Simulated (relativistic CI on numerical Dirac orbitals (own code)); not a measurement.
## Electric-dipole lines of Br VIII

Method of calculation: Dirac-Coulomb-Breit CI, orbitals from a KLI potential per configuration, model QED (radiative potential, 1s self-energy scaled to tabulated hydrogen-like ionisation energies), unscaled Slater integrals (own radial code, finite nucleus).

Configurations in the expansion (outside the closed core [Ar]): 3d10, 3d9 4s, 3d9 4p, 3d8 4s2, 3d9 4d, 3d8 4s 4p, 3d9 5s, 3d8 4p2, 3d9 5p, 3d9 4f, 3d8 4s 4d, 3d9 5d, 3d8 4p 4d, 3d9 5f, 3d9 5g, 3d8 4d2. Levels of other configurations are missing.

```csv
λ vac (Å),Lower,Upper,A (s⁻¹),gf,Branching (%)
90.208,3d10 1S_0 [1],3d9 4f 1P°_1 [71],4.18e+11,1.53e+00,96.7
448.95,3d9 4p 3P°_2 [6],3d9 4d 3P_2 [21],1.32e+10,1.99e+00,68.3
461.38,3d9 4p 3F°_3 [7],3d9 4d 3G_4 [20],1.74e+10,5.01e+00,91.0
474.40,3d9 4p 3F°_4 [9],3d9 4d 3G_5 [19],1.81e+10,6.72e+00,100.0
476.15,3d9 4p 3D°_3 [14],3d9 4d 3F_4 [31],1.65e+10,5.04e+00,90.9
479.62,3d9 4p 3D°_3 [13],3d9 4d 3F_4 [27],1.34e+10,4.15e+00,74.1
553.54,3d9 4d 3G_4 [20],3d9 4f 3H°_5 [50],1.62e+10,8.17e+00,95.5
554.57,3d9 4d 3G_5 [19],3d9 4f 3H°_6 [49],1.68e+10,1.01e+01,100.0
555.72,3d9 4d 1F_3 [29],3d9 4f 3H°_4 [65],1.39e+10,5.80e+00,82.1
559.77,3d9 4d 3F_4 [31],3d9 4f 1H°_5 [66],1.55e+10,8.01e+00,93.2
563.27,3d9 4d 3F_4 [27],3d9 4f 3G°_5 [58],1.32e+10,6.91e+00,79.9
564.25,3d9 4d 3F_3 [33],3d9 4f 3G°_4 [69],1.38e+10,5.94e+00,84.0
588.54,3d9 4f 3H°_6 [49],3d9 5g 3I_7 [112],1.86e+10,1.45e+01,100.0
590.27,3d9 4f 3H°_5 [50],3d9 5g 1I_6 [113],1.82e+10,1.24e+01,98.1
592.33,3d9 4f 1H°_5 [66],3d9 5g 3I_6 [132],1.79e+10,1.22e+01,96.2
598.94,3d9 4f 3G°_5 [58],3d9 5g 3H_6 [120],1.58e+10,1.10e+01,85.7
697.39,3d9 4s 3D_3 [2],3d9 4p 3F°_4 [9],3.98e+09,2.61e+00,100.0
755.82,3d9 4s 3D_3 [2],3d9 4p 3P°_2 [6],3.08e+09,1.32e+00,97.2
1144.1,3d9 5p 3F°_4 [42],3d9 5d 3G_5 [74],4.07e+09,8.79e+00,79.2
1251.9,3d9 5d 3G_5 [74],3d9 5f 3H°_6 [101],4.39e+09,1.34e+01,99.6
```

Terms are leading LS components. Brackets give the number of a level in order of energy, since labels repeat. The list gives strong lines, with weight on those to low levels, without lines whose two gauges differ by over a factor of 2.5, among the lowest 200 of 1136 levels, so that lines to higher ones, which can be the strongest, are missing. Levels whose partners in the same complex of configurations lie outside the list can be far off, and so can their lines. Rates are taken at the computed energies, electric ones in the length gauge.

At this charge configurations can still be misplaced by up to about 7 % of their energy.

LS names give the leading component of a level, which can be under half, so a name can repeat, a term be missing and a line seem to break the LS rules.
